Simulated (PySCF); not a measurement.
C₅H₅Cl, SMILES C=C=C/C=C/Cl.

Geometry: PBE0-D3(BJ)/def2-SVP. The structure was generated by enumeration; whether it is a known compound was not checked. Other conformers were not sampled.

Two levels are set side by side: TDA-PBE/def2-SVPD (PySCF) and TDA-ωB97X/def2-SVPD (PySCF). Vertical, same geometry. The lowest singlet is HOMO→LUMO+1 91 % with PBE and HOMO→LUMO+1 64 %, HOMO−1→LUMO 18 % with the other functional; states are paired by order. Differences are taken from unrounded values.

```json
[
 {"quantity": "lowest singlet excitation (eV)", "TDA-ωB97X": "5.43"},
 {"quantity": "lowest triplet excitation (TDA) (eV)", "TDA-ωB97X": "2.98"},
 {"quantity": "first bright state (f over 0.05) (eV)", "TDA-ωB97X": "5.46"},
 {"quantity": "its oscillator strength", "TDA-ωB97X": "0.64"}
]
```

Q: What does TDA-PBE give, and how far is it from TDA-ωB97X? (Estimate from the structure and the level; the computed values follow.)

A: 
| quantity | TDA-PBE | TDA-PBE minus TDA-ωB97X |
|---|---|---|
| lowest singlet excitation (eV) | 4.54 | -0.89 |
| lowest triplet excitation (TDA) (eV) | 2.80 | -0.17 |
| first bright state (f over 0.05) (eV) | 4.99 | -0.47 |
| its oscillator strength | 0.63 | -0.01 |

A lower first singlet is the usual sign of a functional without exact exchange. Differences between two approximate levels are no errors against the true value.

Rough cost on one machine, each run with all the roots and properties that it gave: TDA-ωB97X against TDA-PBE about 4 times.
